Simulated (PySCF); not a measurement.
C₅H₄F₂O. Atoms are numbered in the order given.

```xyz
12

C      2.4084     0.4918    -0.4238
C      1.0935     0.4520    -0.1623
O      0.2884     1.5786    -0.2861
C     -0.9855     1.2139     0.0974
C     -1.0731    -0.0904     0.4347
F     -2.1532    -0.7440     0.8692
C      0.2551    -0.7531     0.2450
F      0.2315    -1.7302    -0.7611
H      2.8874     1.4187    -0.7691
H      3.0130    -0.4175    -0.3120
H     -1.7385     2.0096     0.0894
H      0.6361    -1.2578     1.1611
```

Geometry optimised at PBE-D3(BJ)/def2-SVP. The structure was generated by enumeration; whether it is a known compound was not checked. One conformer was computed; it need not be the lowest.

Calculation: TDA-B3LYP/def2-SVPD run with PySCF.

Vertical excitations. 

Computed lowest excited states:
```json
[
 {"state": "S1", "energy (eV)": "4.74", "λ (nm)": "261", "f": "0.111", "main pairs": "HOMO→LUMO 91 %"},
 {"state": "S2", "energy (eV)": "6.10", "λ (nm)": "203", "f": "0.118", "main pairs": "HOMO−1→LUMO 56 %, HOMO→LUMO+1 33 %"},
 {"state": "S3", "energy (eV)": "6.32", "λ (nm)": "196", "f": "0.033", "main pairs": "HOMO→LUMO+2 90 %"},
 {"state": "S4", "energy (eV)": "6.47", "λ (nm)": "192", "f": "0.008", "main pairs": "HOMO→LUMO+3 91 %"},
 {"state": "S5", "energy (eV)": "6.85", "λ (nm)": "181", "f": "0.002", "main pairs": "HOMO−2→LUMO 95 %"},
 {"state": "S6", "energy (eV)": "6.91", "λ (nm)": "179", "f": "0.005", "main pairs": "HOMO→LUMO+4 89 %"},
 {"state": "T1", "energy (eV)": "3.30", "λ (nm)": "376", "f": "0", "main pairs": "HOMO→LUMO 92 %"},
 {"state": "T2", "energy (eV)": "4.08", "λ (nm)": "304", "f": "0", "main pairs": "HOMO−1→LUMO 64 %, HOMO→LUMO+1 32 %"}
]
```
Triplets are in the Tamm–Dancoff approximation.
